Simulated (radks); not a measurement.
Results of a calculation; reference values are marked as such.
All-electron atom: Br10+ in [Ar] 3d7. Level of theory: Dirac Kohn-Sham, BLYP, spin-unpolarised, spherical densities, finite nucleus; open shells fill j = l - 1/2 first; Fermi nuclear charge, rms radius 4.1629 fm (a radial shooting solver on a logarithmic mesh with Libxc functionals).

Unscreened Slater integrals over Kohn-Sham orbitals (eV). Large and small components are both included.

integral          value
F0(3d5/2,3d5/2)  47.120
F2(3d5/2,3d5/2)  23.208
F4(3d5/2,3d5/2)  14.744
F0(3d5/2,3d3/2)  47.245
F2(3d5/2,3d3/2)  23.256
G2(3d5/2,3d3/2)  23.202
G4(3d5/2,3d3/2)  14.739
F0(3d5/2,3p3/2)  45.963
F2(3d5/2,3p3/2)  22.307
G1(3d5/2,3p3/2)  26.287
G3(3d5/2,3p3/2)  16.641
F0(3d5/2,3p1/2)  46.373
G3(3d5/2,3p1/2)  16.876
F0(3d3/2,3d3/2)  47.372
F2(3d3/2,3d3/2)  23.306
F0(3d3/2,3p3/2)  46.074
F2(3d3/2,3p3/2)  22.324
G1(3d3/2,3p3/2)  26.253
G3(3d3/2,3p3/2)  16.621
F0(3d3/2,3p1/2)  46.488
G1(3d3/2,3p1/2)  26.760
F0(3p3/2,3p3/2)  45.434
F2(3p3/2,3p3/2)  22.909
F0(3p3/2,3p1/2)  45.807
G2(3p3/2,3p1/2)  23.041
F0(3p1/2,3p1/2)  46.193
